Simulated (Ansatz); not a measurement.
`CB(Cl)[SeH]` + H–F → `FB(Cl)[SeH]` + CH₄ at 298.15 K and 1 bar (ligand exchange at a B–C bond).

Computed with Ansatz on PBE0-D4/def2-TZVP structures; ΔE is electronic, products minus reactants. CCSD(T)/CBS is the MP2 limit (def2-TZVPP, def2-QZVPP) plus CCSD(T) − MP2 in def2-TZVPP, frozen cores. This one scheme is used for every species. For Se outer-core shells are correlated without core-valence functions, which leaves a few kJ/mol of doubt a bond. Scalar relativity is left out up to krypton. Each species was taken in one conformer, which may not be the lowest.

| species | CCSD(T)/CBS energy (Eh) | H − E (kJ/mol) | S (J/(mol·K)) |
| --- | --- | --- | --- |
| `CB(Cl)[SeH]` | -2925.81492 | 150.6 | 334.6 |
| H–F | -100.39570 | 33.5 | 173.6 |
| `FB(Cl)[SeH]` | -2985.79275 | 58.7 | 313.0 |
| CH₄ | -40.46206 | 127.4 | 186.2 |

H − E and S are ideal-gas, rigid-rotor, harmonic terms from PBE0-D4/def2-TZVP, for one conformer and one mirror image of each species. 1 Eh = 2625.50 kJ/mol, R = 8.31446 J/(mol·K).

Problem. By hand: ΔE, ΔH, ΔS and ΔG.

Solution. ΔE = (-2985.79275) + (-40.46206) − (-2925.81492) − (-100.39570) = -0.04419 Eh = -116.0 kJ/mol. Δ(H − E) = 58.7 + 127.4 − 150.6 − 33.5 = 2.0, so ΔH = -114.0 kJ/mol. ΔS = 313.0 + 186.2 − 334.6 − 173.6 = -9.0 J/(mol·K). ΔG = -114.0 − 298.15 × (-9.0)/1000 = -111.3 kJ/mol.

Problem. By hand: the equilibrium constant, and the temperature at which ΔG would vanish if ΔH and ΔS stayed fixed.

Solution. log₁₀ K = −ΔG/(RT ln 10) = 19.5. ΔG = 0 at ΔH/ΔS = 12667 K, far beyond where these terms or the molecules hold.

The number of gas molecules stays the same, so ΔS is small and ΔH decides. A doubt of 5 kJ/mol in ΔE shifts log₁₀ K by 0.9 here. Other conformers and mirror images would add mixing entropy, several J/(mol·K) or more a flexible species. These are equilibria of isolated gas molecules and say nothing of rates. Largest T1 diagnostic: 0.011 (customary marks: 0.02 for closed shells, 0.045 for open ones).
